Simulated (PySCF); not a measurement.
Si(H)(Cl)(OH)(OEt) (C2H7ClO2Si), SMILES C(O[SiH](Cl)O)C.

Geometry: PBE0-D3(BJ)/def2-SVP. The values are those of a single conformer.

Two levels are set side by side: TDDFT-PBE/def2-SVPD (PySCF) and TDDFT-LC-ωPBE/def2-SVPD (PySCF). Vertical, same geometry. The lowest singlet is HOMO→LUMO 99 % with PBE and HOMO→LUMO+1 37 %, HOMO→LUMO+4 22 %, HOMO→LUMO 16 %, HOMO→LUMO+11 6 % with the other functional; states are paired by order. Differences are taken from unrounded values.

```csv
quantity,TDDFT-LC-ωPBE,TDDFT-PBE,TDDFT-PBE minus TDDFT-LC-ωPBE
lowest singlet excitation (eV),8.69,6.56,-2.13
lowest triplet excitation (TDA) (eV),8.28,6.45,-1.83
```

A lower first singlet is the usual sign of a functional without exact exchange. Differences between two approximate levels are no errors against the true value.

Rough cost on one machine, each run with all the roots and properties that it gave: TDDFT-LC-ωPBE against TDDFT-PBE about 6 times.
